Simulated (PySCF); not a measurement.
A GIAO shielding run with PySCF (density fitting, non-relativistic, gas phase) on `COCO[SiH]([SiH3])[SiH3]`, C2H12O2Si3:

```
$ OMP_NUM_THREADS=1 python probes_run.py task.json out

{"job": {"kind": "nmr", "xc": "PBE0", "basis": "pcSseg-1"}, "charge": 0, "multiplicity": 1}
C      2.187508     0.999037    -0.641356
O      1.965213    -0.125014     0.185995
C      1.362195    -1.187734    -0.478668
O      0.036548    -0.958389    -0.753240
Si    -1.081666    -0.720796     0.445464
Si    -0.218250     0.690198     2.072776
Si    -2.883061    -0.169376    -0.883537
H      1.255281     1.351151    -1.092361
H      2.602102     1.774153    -0.001702
H      2.899994     0.753043    -1.436574
H      1.870907    -1.392236    -1.434389
H      1.475195    -2.055145     0.184251
H     -1.258013    -2.064031     1.060217
H     -1.286179     1.035331     3.024910
H      0.247673     1.976683     1.537878
H      0.882881     0.144740     2.871892
H     -2.753575     1.125513    -1.565002
H     -3.256091    -1.121966    -1.935142
H     -4.058468    -0.045911    -0.015235
```

Hardware: 1 thread of an Arm Neoverse N1, shared host. The job also computes population analyses, field gradients.

(1) How large is the calculation?

(2) How long does it take, and how much memory does it need?

Answers

(1) 82 electrons, 200 basis functions and 1111 auxiliary functions.

(2) 64 s of wall time, with 13 SCF cycles and 4 response iterations; peak memory 1 GiB. Times on a shared host scatter by some tens of per cent.
